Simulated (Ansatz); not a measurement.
`CB(O)F` + `C=N` → `C=NB(C)F` + H₂O at 600 K and 1 bar (ligand exchange at a B–O bond).

Calculated with Ansatz (gas phase, PBE0-D4/def2-TZVP geometries, no zero-point term in ΔE). CBS: MP2 limit from def2 TZ/QZ plus the TZ coupled-cluster correction, frozen cores. This one scheme is used for every species. One conformer a species, not always the lowest.

```tsv
species	CCSD(T)/CBS energy (Eh)	H − E (kJ/mol)	S (J/(mol·K))
`CB(O)F`	-240.35473	198.2	359.9
`C=N`	-94.52360	129.6	259.4
`C=NB(C)F`	-258.47400	250.0	408.9
H₂O	-76.37941	76.8	212.8
```

H − E and S are ideal-gas, rigid-rotor, harmonic terms from PBE0-D4/def2-TZVP, for one conformer and one mirror image of each species. 1 Eh = 2625.50 kJ/mol, R = 8.31446 J/(mol·K).

Q: By hand: ΔE, ΔH, ΔS and ΔG.

A: ΔE = (-258.47400) + (-76.37941) − (-240.35473) − (-94.52360) = 0.02492 Eh = 65.4 kJ/mol. Δ(H − E) = 250.0 + 76.8 − 198.2 − 129.6 = -1.0, so ΔH = 64.4 kJ/mol. ΔS = 408.9 + 212.8 − 359.9 − 259.4 = 2.4 J/(mol·K). ΔG = 64.4 − 600 × (2.4)/1000 = 63.0 kJ/mol.

Q: By hand: the equilibrium constant, and the temperature at which ΔG would vanish if ΔH and ΔS stayed fixed.

A: log₁₀ K = −ΔG/(RT ln 10) = -5.5. ΔG = 0 at ΔH/ΔS = 26833 K, far beyond where these terms or the molecules hold.

The number of gas molecules stays the same, so ΔS is small and ΔH decides. A doubt of 5 kJ/mol in ΔE shifts log₁₀ K by 0.4 here. Other conformers and mirror images would add mixing entropy, several J/(mol·K) or more a flexible species. These are equilibria of isolated gas molecules and say nothing of rates. Largest T1 diagnostic: 0.013 (customary marks: 0.02 for closed shells, 0.045 for open ones).
